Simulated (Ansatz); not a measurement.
Ansatz (a first-principles code) input (B3LYP/LANL2DZ): The .json file is the Basis Set Exchange's LANL2DZ.

Ansatz 0.2 input:
```yaml
crystal:
  periodic: [false, false, false]
  atoms:
    - {symbol: O, position_ang: [1.39901660, -0.49795935, 0.03366731]}
    - {symbol: B, position_ang: [0.19588406, -0.06972205, 0.00471395]}
    - {symbol: O, position_ang: [-0.98129508, -0.92517319, -0.15754506]}
    - {symbol: O, position_ang: [-0.18219759, 1.33930127, 0.12954563]}
    - {symbol: H, position_ang: [-1.78320164, -0.46787925, 0.10955747]}
    - {symbol: H, position_ang: [-1.08041008, 1.48713965, -0.17847023]}
basis:
  gaussian:
    orbitals: LANL2DZ.json
hamiltonian:
  xc: {name: B3LYP}
total_charge: -1
relax: {f_tol: 0.003, max_steps: 120}
```

From the last part of the output:

```
integrals: 0.01 GiB planned
647 factors; integrals over basis functions are off by at most 6.7e-5 eV
mean field: 0.12 GiB planned
mean field -6853.74129771 eV, -251.8703470580 hartree, gradient 1.0e-5 eV, S^2 0.000000; 0 other end points of the search recorded, 0 dependent functions left out
the calculation of the forces begins
reference -6853.74150602 eV, -251.8703547133 hartree; 16, 16 occupied and 24, 24 virtual orbitals, 647 factors
relax step   9: F+E_penalty+E_count = -6853.74129771 eV  Δ(F+E_penalty+E_count) = +1.888e-5 eV  max|allowed force component| = 3.062e-2 eV/Å  Δτ_max = 0.0015 Å  (23 SCF iters, rejected (line search))
these checks for a lower state are left out or cut short: starts, cluster_reference, orbital_swaps, neighbouring_geometries, increment
integrals: 0.01 GiB planned
647 factors; integrals over basis functions are off by at most 6.7e-5 eV
mean field: 0.12 GiB planned
mean field -6853.74131998 eV, -251.8703478765 hartree, gradient 1.9e-5 eV, S^2 0.000000; 0 other end points of the search recorded, 0 dependent functions left out
the calculation of the forces begins
reference -6853.74152831 eV, -251.8703555325 hartree; 16, 16 occupied and 24, 24 virtual orbitals, 647 factors
relax step  10: F+E_penalty+E_count = -6853.74131998 eV  Δ(F+E_penalty+E_count) = -3.392e-6 eV  max|allowed force component| = 8.328e-4 eV/Å  Δτ_max = 0.0007 Å  (21 SCF iters, accepted)
integrals: 0.01 GiB planned
647 factors; integrals over basis functions are off by at most 6.7e-5 eV
mean field: 0.12 GiB planned
mean field evaluation 96: about -6853.7413 eV, gradient 4.3e-3 eV
mean field -6853.74131998 eV, -251.8703478765 hartree, gradient 1.9e-5 eV, S^2 0.000000; 1 other end points of the search recorded, 0 dependent functions left out
the calculation of the forces begins
reference -6853.74152831 eV, -251.8703555325 hartree; 16, 16 occupied and 24, 24 virtual orbitals, 647 factors
Total energy: -6853.74152831 eV, -251.8703555325 hartree
Atom 0 at     1.441132    -0.512950     0.034681 Å, force    -0.000272     0.000097    -0.000007 eV/Å
Atom 1 at     0.222680    -0.079260     0.005359 Å, force    -0.000040     0.000014    -0.000001 eV/Å
Atom 2 at    -0.982761    -0.935632    -0.120637 Å, force    -0.000606     0.000341     0.000211 eV/Å
Atom 3 at    -0.175152     1.347774     0.092772 Å, force    -0.000676     0.000115    -0.000242 eV/Å
Atom 4 at    -1.832932    -0.492189     0.071825 Å, force     0.000833    -0.000201    -0.000233 eV/Å
Atom 5 at    -1.105170     1.537963    -0.142531 Å, force     0.000762    -0.000367     0.000271 eV/Å
Dipole moment:    -1.225819     0.436312    -0.029499 e Å
```

The dipole moment of an ion depends on the origin.
